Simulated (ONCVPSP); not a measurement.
# Before and after: ONCV potential for Sr (Z = 38)

Sr, optimised norm-conserving Vanderbilt (ONCV), made with ONCVPSP 4.0.1 (PBE, fully relativistic). Core [Ar] 3d10, reference 4s2 4p6 5s1 (charge +1). Waves: 4s+5s: rc 1.95 bohr, ncon 4, nbas 7, qcut 6.7 1/bohr, 2 projectors; 4p: rc 1.85 bohr, ncon 3, nbas 7, qcut 6 1/bohr, 2 projectors, debl 0.5 Ha; d scattering state at 0.3 Ha: rc 1.70 bohr, ncon 4, nbas 7, qcut 5.2 1/bohr, 1 projector. Local part: polynomial inside 1.35 bohr (lpopt 5, dvloc0 6 Ha). Core correction: none.

Open shells are filled in proportion to 2j + 1.

In the p channel the program set the typed energies aside and used -1.056, 0.250 Ha (j = l + 1/2; the other j can differ). In the d channel the program set the typed energies aside and used 0.050 Ha (j = l + 1/2; the other j can differ).

Change: p: rc 1.54.

Cutoffs: the cutoffs (Ha) at which the residual kinetic energy of the hardest occupied pseudo-wave falls to 1 and 0.1 mHa per electron; they do not see the model core or the augmentation charge, which bear on the density cutoff. Errors are all-electron minus pseudo energies relative to the spin-unpolarised reference configuration.

**Question.** What does the change do?

**Answer.** The potential gets harder (14 Ha and 17 Ha → 15 Ha and 29 Ha); of the 4 tests that both files solve, the error grows in 1 and shrinks in 0 by more than 15 % and 0.3 meV (median size 0.1 → 0.1 meV); neither file shows a bound ghost. A smaller radius makes the pseudo-wave follow the all-electron one further in, where it bends more sharply, so more plane waves are needed.

```csv
quantity,base,changed
"cutoff, loose",14 Ha,15 Ha
"cutoff, tight",17 Ha,29 Ha
loose cutoff by channel,"s 14 Ha, p 7.7 Ha","s 14 Ha, p 15 Ha"
bound ghosts,none,none
GHOST(+) flags under 300 eV,none,none
"error for 4s2 4p6 5s2, meV [ΔE -5.89 eV]",-0.1,-0.1
"error for 4s2 4p6 5s0, meV [ΔE 11.01 eV]",+0.1,0.0
"error for 4s2 4p6 5s1.5, meV [ΔE -3.55 eV]",0.0,0.0
"error for 4s1 4p6 5s2, meV [ΔE 41.13 eV]",-24,-32
s: phases at 1.98 bohr within 0.05 rad from the reference energy up to (Ha; the scan ends near 5),to the end of the scan,to the end of the scan
d5/2: phases at 1.73 bohr within 0.05 rad from the reference energy up to (Ha; the scan ends near 5),2.6,2.6
d3/2: phases at 1.73 bohr within 0.05 rad from the reference energy up to (Ha; the scan ends near 5),2.1,2.1
```
